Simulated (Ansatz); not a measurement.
Reaction (formal hydrolysis of the Si–Si bond): `C[SiH2][SiH2]O` + H₂O → `C[SiH2]O` + `O[SiH3]`

Isolated molecules relaxed with PBE0-D4/def2-TZVP in Ansatz; ΔE leaves out vibrations. CCSD(T)/CBS adds triple-zeta CCSD(T) − MP2 to the extrapolated MP2 energy (def2 sets, frozen cores). This one scheme is used for every species. Functionals use def2-TZVPP. One conformer a species, not always the lowest.

```
             level  ΔE (kJ/mol)
            B97M-V        -97.1
          PBE-QIDH        -97.0
            r2SCAN        -96.6
       HF/def2-SVP       -115.5
  CCSD(T)/def2-SVP        -95.9
SCS-MP2/def2-TZVPP       -111.6
CCSD(T)/def2-TZVPP        -99.7
     MP2/CBS(def2)       -104.5
```

What does CCSD(T)/CBS give? (Estimate.)

The calculation gave: -97.3 kJ/mol. The listed levels differ from it by 0.2, 0.3, 0.7, -18.2, 1.4, -14.3, -2.4, -7.2 kJ/mol.

What do rigid-rotor, harmonic-oscillator terms from PBE0-D4/def2-TZVP frequencies (298.15 K, 1 bar) make of the CCSD(T)/CBS value? (An estimate is asked.)

Ansatz gave: ΔZPE = -1.1 kJ/mol, ΔH = -102.3 kJ/mol, ΔS = 6 J/(mol·K), ΔG = -104.0 kJ/mol.

Largest T1 diagnostic among the species: 0.012.

The D4 term adds +7.0 kJ/mol with B3LYP and +4.2 kJ/mol with PBE0; it sums over pairs of atoms, weighted by their polarisabilities, and B3LYP, whose exchange is more repulsive, gets the larger term. In def2-TZVPP, CCSD(T) changes the Hartree–Fock value by +27.4 kJ/mol (the triples alone add +3.6 kJ/mol) and MP2 by +20.2 kJ/mol.

B3LYP here is the variant with VWN-RPA as its local correlation; programs differ in this.
